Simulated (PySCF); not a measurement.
Telling isomers of C₆H₅FO₂ apart by NMR

[PySCF: coordinates at the GFN2-xTB level; NMR shieldings at PBE0/pcSseg-1/GIAO; non-relativistic Hamiltonian; equivalent nuclei averaged; gas phase; single conformer]

References, each an isolated molecule treated in the same way: TMS for $^{1}$H and $^{13}$C. Splittings of carbon signals by F and P are missing where no couplings were computed. Where no couplings were computed, multiplicities follow the n + 1 count of equivalent neighbours, and m marks all less simple cases (inequivalent or close neighbours, rings, F or P nearby). Shifts are as computed. Against solution values, carbons near 30 ppm lie about +3 ppm off and those near 130 ppm about +5 ppm. Of 1211 compounds with measured shifts, 218 miss one by over three times the rms of a fit or turn the order of signals round; such compounds aren't used in these exercises. OH and NH positions are gas-phase values without hydrogen bonding to other molecules.

(1) Tabulate the signals of `C=CC1=C(F)OC=CO1`, `Cc1coc(C(=O)F)c1`, `C/C(=C\C=O)C(F)=C=O`, `Oc1ccc(F)cc1O` and their relative energies.

(2) What is the quickest way to tell C=CC1=C(F)OC=CO1 from Cc1coc(C(=O)F)c1?

(3) What is the quickest way to tell C/C(=C\C=O)C(F)=C=O from Oc1ccc(F)cc1O?

(4) What is the quickest way to tell Cc1coc(C(=O)F)c1 from C/C(=C\C=O)C(F)=C=O?

Answers

(1) 
| SMILES | carbon types | δC | δH | E rel. (kcal/mol) |
| --- | --- | --- | --- | --- |
| C=CC1=C(F)OC=CO1 | 2×C 3×CH 1×CH2 | 163.3, 135.7, 132.0, 128.7, 124.9, 117.5 | 6.50 (m, 1H), 5.78 (m, 1H), 5.78 (m, 1H), 5.39 (m, 1H), 5.38 (m, 1H) | 60.0 |
| Cc1coc(C(=O)F)c1 | 3×C 2×CH 1×CH3 | 155.6, 154.1, 145.2, 134.9, 130.7, 11.4 | 7.71 (m, 1H), 7.52 (m, 1H), 2.38 (s, 3H) | 0.3 |
| C/C(=C\C=O)C(F)=C=O | 3×C 2×CH 1×CH3 | 249.6, 191.0, 152.3, 130.1, 120.9, 20.8 | 10.04 (d, 1H), 6.41 (m, 1H), 2.34 (s, 3H) | 49.0 |
| Oc1ccc(F)cc1O | 3×C 3×CH | 167.4, 152.4, 144.9, 117.3, 110.3, 108.9 | 7.00 (m, 1H), 6.71 (m, 1H), 6.65 (m, 1H), 5.42 (br s, 1H), 3.91 (br s, 1H) | 0.0 |

Energies are electronic energies at PBE0/pcSseg-1 on these geometries, without zero-point or thermal terms, each for the one conformer computed, which needn't be the lowest.

(2) Both give the same number of carbon signals, but DEPT or the intensities differ. The first has a terminal =CH2 carbon at 117.5 ppm, the second a methyl carbon on an aromatic ring (CH3) at 11.4 ppm. Their most deshielded carbons lie at 163.3 and 155.6 ppm. In the proton spectra the most deshielded non-exchanging signals are 6.50 (m, 1H) and 7.71 (m, 1H).

(3) Both give the same number of carbon signals, but DEPT or the intensities differ. The first has a central carbon of a ketene (C) at 249.6 ppm, the second an aromatic carbon bearing fluorine (C) at 167.4 ppm. In the proton spectra the most deshielded non-exchanging signals are 10.04 (d, 1H) and 7.00 (m, 1H).

(4) Both give the same number of carbon signals, with the same numbers of each carbon type, so the positions decide. The first has an aromatic CH next to the ring oxygen at 154.1 ppm, the second a central carbon of a ketene (C) at 249.6 ppm. Their most deshielded carbons lie at 155.6 and 249.6 ppm. In the proton spectra the most deshielded non-exchanging signals are 7.71 (m, 1H) and 10.04 (d, 1H).
